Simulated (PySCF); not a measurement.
Job for PySCF: R-M06-2X/6-31G* on Cl2H4Si2 (SMILES [SiH3][SiH](Cl)Cl).

```python
from pyscf import gto, scf, dft, mp
from pyscf.data.elements import chemcore

mol = gto.M(
    atom='''
    Si   -1.23632737   -0.01998414   -0.07089297
    Si    1.08534529   -0.02431204    0.20932002
    Cl    1.81688669    1.86550184   -0.19151834
    Cl    1.92208170   -1.37237948   -1.11348966
    H    -1.76454808   -1.37577615    0.20683821
    H    -1.53920246    0.36649392   -1.46670474
    H    -1.84009280    0.95360298    0.86821000
    H     1.55585701   -0.39314691    1.55823749
    ''',
    basis='6-31g*',
    cart=True,
    charge=0, spin=0, verbose=3, max_memory=1800)
mf = dft.RKS(mol, xc='m062x')
mf.conv_tol = 1e-8
mf.max_cycle = 100
mf.kernel()
if not mf.converged:
    mf = mf.newton().run(mf.mo_coeff, mf.mo_occ)
```

Program output:

```
converged SCF energy = -1501.71642646997
```

The calculation finished and met its thresholds.

Cost: roughly 7 core-seconds.
